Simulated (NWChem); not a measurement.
Molecule: trichloroethylene (C2HCl3); SMILES ClC=C(Cl)Cl

Computed with NWChem. Pople sets run with spherical d functions. Coordinates come from a PBE0/def2-SVP optimisation.

### Question
Order these runs by computing time, cheapest first, and give rough ratios: B3LYP/aug-cc-pVTZ; B3LYP/6-31G*; B3LYP/STO-3G.

### Answer
B3LYP/STO-3G (1), B3LYP/6-31G* (6), B3LYP/aug-cc-pVTZ (90). Ratios are rough, from one shared machine; the cheapest took very roughly 3 core-seconds. What differs between the cheapest and the dearest: highest occupied level (eV) -5.79 → -7.16; orbital gap (eV) 7.05 → 5.98; dipole (D) 1.26 → 0.86.
